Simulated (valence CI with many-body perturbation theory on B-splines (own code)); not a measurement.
**Lu⁵⁸⁺ in brief**

Computed by valence CI with perturbative core correlation (CI+MBPT): three valence electrons over a frozen Dirac-Fock core [Ne], radial functions for each j: 11 s, 11 p, 9 d, 7 f, 5 g, 2 h, 1 i, with the one-electron correlation potential Σ1 (screened to all orders), the two-electron term Σ2, the three-electron term Σ3, Breit, model QED; selected single and double excitations, second order for the rest (own B-spline code, finite nucleus).

The last digits are not significant, and no measured levels were compared; by estimate large intervals hold to a few tenths of a per cent, small ones and those within an open d or f shell to about a per cent.

Levels are named by their leading jj configuration (3d3/2^4 stands for four electrons in 3d with j = 3/2), which in mixed levels can hold well under half, so a name can repeat and another be missing.

Rates and lifetimes use the calculated energies. Strong lines usually hold to 10 to 20 %, long lifetimes can be off by a factor of two.

(1) What is the ground level?

(2) Where does the other parity begin?

(3) Among levels below 1276.7 eV, which E1 lines absorb most strongly from the ground level?

(4) What are the static dipole polarisabilities of the lowest levels?

(5) Name the longest-lived excited levels whose lifetime is computed, and their main decay.

(6) What is the ionisation energy?

(7) How well does LS coupling describe the low levels?

Answers

(1) (3s^2 3p1/2) J=1/2, composition 100 % 3s²3p ²P°, g = 0.649.

(2) At (3s 3p1/2^2) J=1/2, 156.6 eV.

(3) to (3s^2 3d3/2) J=3/2 at 2.384 nm, f = 0.443; to (3s 3p1/2 3p3/2) J=1/2 at 2.618 nm, f = 0.202; to (3s 3p1/2 3p3/2) J=3/2 at 2.671 nm, f = 0.121.

(4) (3s^2 3p1/2) J=1/2 0.00341 bohr³, of which the core gives 5.39e-05.

(5) (3s 3p3/2 3d5/2) J=9/2 at 991.2 eV lives 8.52 ns, mostly by M1 to (3s 3p1/2 3d5/2) J=7/2; (3s^2 3p3/2) J=3/2 at 298.6 eV lives 3.95 ns, mostly by E1 to (3s 3p1/2^2) J=1/2.

(6) 6071 eV; NIST lists 6070 ± 6 eV (theoretical).

(7) Among the lowest 20 levels the leading LS term, summed over configurations, holds 64 % on average. For single configurations the figures are 61 % in LS and 93 % in jj coupling. Terms mix most in the J = 3/2 level at 674.4 eV, where the leading one holds 34 %.
